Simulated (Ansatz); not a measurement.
Consider the isomerisation: `OC[SiH2]O[SiH3]` → `C[SiH2][SiH](O)O`.

Calculated with Ansatz (gas phase, PBE0-D4/def2-TZVP geometries, no zero-point term in ΔE). CCSD(T)/CBS is the MP2 limit (def2-TZVPP, def2-QZVPP) plus CCSD(T) − MP2 in def2-TZVPP, frozen cores. DFT in def2-TZVPP. B3LYP here is the variant with VWN-RPA as its local correlation; programs differ in this. Each species was taken in one conformer, which may not be the lowest.

| level | ΔE (kJ/mol) |
| --- | --- |
| B3LYP-D4 | -93.6 |
| HF/def2-TZVPP | -72.1 |
| HF/def2-QZVPP | -70.8 |
| MP2/CBS(def2) | -102.6 |

(1) What does CCSD(T)/CBS give? (Best estimate.)

Largest T1 diagnostic among the species: 0.012.

Results:

(1) Ansatz gave: -100.0 kJ/mol. The listed levels differ from it by 6.4, 27.9, 29.2, -2.6 kJ/mol.

From PBE to PBE0 (25 % exact exchange), in def2-TZVPP and without D4, ΔE moves by +4.7 kJ/mol. In def2-TZVPP, CCSD(T) changes the Hartree–Fock value by −24.1 kJ/mol (the triples alone add −3.0 kJ/mol) and MP2 by −26.7 kJ/mol.
